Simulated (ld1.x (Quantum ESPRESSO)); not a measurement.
**In (Z = 49), PAW: configuration errors across variants**

ld1.x (Quantum ESPRESSO) 7.5 input, shortened:

```
&input
   title='In', zed=49., rel=1, dft='PZ', iswitch=3,
   config='[Kr] 4d10 5s2 5p1'
 /
 &inputp
   pseudotype=3, lpaw=.true., tm=.true., lloc=-2, rcloc=2.55,
   nlcc=.true., new_core_ps=.true., rcore=1.25,
   which_augfun='BESSEL', rmatch_augfun=1.00
 /
6
5S  1  0   2.00   0.00  1.90  2.45  0.0
5S  1  0   0.00   4.55  1.90  2.45  0.0
5P  2  1   1.00   0.00  2.05  2.75  0.0
5P  2  1   0.00   3.80  2.05  2.75  0.0
4D  3  2  10.00   0.00  0.95  1.30  0.0
4D  3  2   0.00  -0.05  0.95  1.30  0.0
 &test
   configts(1)='4d10 5s2 5p1'
 /
```

All-electron excitation energies from the reference (eV): (1) 4d10 5s2 5p0 5.595; (2) 4d10 5s1 5p0 25.255; (3) 4d10 5s0 5p0 53.995; (4) 4d10 5s2 5p0.5 2.046.

3 further variants failed, have other tests or too few solved ones, and are left out.

Errors AE − PS in meV (a dash: test not solved or not reliable):

| change | (1) | (2) | (3) | (4) | bound ghosts |
| --- | --- | --- | --- | --- | --- |
| base | -1.1 | +0.6 | -7.4 | -0.4 | none |
| wave 4d channel at -0.05 Ry: rcut 0.95, rcutus 1.30 bohr becomes 4d channel at -1.12 Ry: rcut 0.95, rcutus 1.30 bohr | -1.0 | +0.5 | -8.1 | -0.4 | none |
| type RRKJ; waves now 5p (bound): rc 2.75 bohr; 4d (bound): rc 1.30 bohr; 5s (bound): rc 2.45 bohr; local potential the s channel | -1.8 | -9.2 | -59 | -0.5 | none |

Problem. Give the same row for: core correction Bessel-smoothed model core inside 0.90 bohr.

Solution. -1.0, +0.7, -7.3, -0.4; bound ghosts: none.
